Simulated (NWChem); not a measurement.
Correlation energy of F2Si (+1)

```xyz
3

F      1.3739     0.0000     0.3454
Si     0.0000     0.0000    -0.4441
F     -1.3739     0.0000     0.3454
```
Charge +1, spin multiplicity 2.

All runs are NWChem calculations. The geometry was optimised at UPBE/def2-SVP, a minimum by its harmonic frequencies.

Basis set: 3-21G. Each correlation energy counts from its own Hartree-Fock reference.

The correlated methods keep 7 core orbitals frozen. This spin state was chosen for the runs; another may lie lower. The structure started from a generated list of species. The unpaired electrons of the parent sit in orbitals of symmetry a1 (C2v labels of the run); other states weren't searched. No SCF solution was tested for a lower state. Open-shell Hartree-Fock references start from PBE0 orbitals. No row is a measurement; the coupled-cluster row has its own basis-set and correlation limits.

**Question.** Order these methods by the correlation energy they give, lowest first: UMP2, SCS-UMP2, CCSD[T] on UHF, CCSD(T) on UHF, CCSD on ROHF.

**Answer.** CCSD[T] on UHF (-290.1 mHa), CCSD(T) on UHF (-287.9 mHa), CCSD on ROHF (-282.5 mHa), UMP2 (-280.7 mHa), SCS-UMP2 (-270.1 mHa)
